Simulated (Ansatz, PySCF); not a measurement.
Reaction (SMILES): [CH3][Ge]([CH3])([CH3])[N]=C=O + 8 [H][H] (H2) -> 4 C (CH4) + [GeH4] (GeH4) + N (NH3) + O (H2O)
Each molecule is optimised on its own at B3LYP-D3(BJ)/def2-TZVP (Ansatz, a quantum-chemistry and plane-wave program), one conformer each, not searched for the lowest.

Wanted: energy of full hydrogenation (enthalpy at 298 K, with B3LYP-D3(BJ) rigid-rotor harmonic-oscillator terms from PySCF), in kcal/mol. Correlated levels leave the core frozen unless marked. Spin-orbit coupling is left out. The frozen core is the preceding noble-gas configuration, with the filled d and f shells of earlier blocks. No relativistic terms. CBS marks a two-point X^-3 extrapolation of the correlation energy; Hartree-Fock from the larger set.

| level | program | energy of full hydrogenation (kcal/mol) |
|---|---|---|
| PBE-D3(BJ)/def2-TZVPD | Ansatz + dftd3 | … |
| BLYP-D4/def2-TZVPD | Ansatz + dftd4 | … |
| B3LYP-D3(BJ)/def2-TZVPD | Ansatz + dftd3 | -59.5 |
| B3LYP/def2-TZVPD | Ansatz | -67.1 |
| PBE0/6-31G* | Ansatz | -65.9 |
| PBE0-D4/def2-TZVP | Ansatz + dftd4 | … |
| BHLYP-D4/def2-TZVPD | Ansatz + dftd4 | … |
| r2SCANh-D4/def2-TZVPD | Ansatz + dftd4 | -61.1 |
| CCSD/6-31G | Ansatz | -37.3 |
| CCSD/aug-cc-pVTZ | Ansatz | -71.2 |
| CCSD(T)/CBS(cc-pVTZ,cc-pVQZ) | Ansatz | -62.5 |

Fill in the missing entries.


- PBE-D3(BJ)/def2-TZVPD, energy of full hydrogenation (kcal/mol): -58.3
- BLYP-D4/def2-TZVPD, energy of full hydrogenation (kcal/mol): -47.1
- PBE0-D4/def2-TZVP, energy of full hydrogenation (kcal/mol): -65.2
- BHLYP-D4/def2-TZVPD, energy of full hydrogenation (kcal/mol): -71.1
